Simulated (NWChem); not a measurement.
System: CH$_{3}$BF$_{2}$S; SMILES FB(F)SC

The following NWChem deck was run.

```
start job
memory heap 200 mb stack 900 mb global 1100 mb
geometry units angstroms noautoz
  B      0.030597    -0.844207     0.000000
  F     -0.692121    -1.963451     0.000000
  F      1.361977    -0.950845     0.000000
  S     -0.804684     0.754862     0.000000
  C      0.632203     1.895027     0.000000
  H      1.251123     1.750823     0.904511
  H      0.219074     2.920260     0.000000
  H      1.251123     1.750823    -0.904511
end
basis spherical
  B library def2-svp
  F library def2-svp
  S library def2-svp
  C library def2-svp
  H library def2-svp
end
dft
  xc b3lyp
  iterations 150
end
tddft
  nroots 6
  notriplet
end
task tddft energy
```

Geometry: optimised at PBE-D3(BJ)/def2-SVP.

Vertical excitations in the gas phase.

Question: What results follow from this input? (B3LYP/def2-SVP, full TDDFT.) Quantities: lowest excitation, singlet (eV); oscillator strength of that lowest state; lowest state with f > 0.02, singlet (eV); oscillator strength of that bright state; orbital gap (eV).

Answer: 
- lowest excitation, singlet (eV): 6.59
- oscillator strength of that lowest state: 0.000
- lowest state with f > 0.02, singlet (eV): 6.96
- oscillator strength of that bright state: 0.126
- orbital gap (eV): 7.56
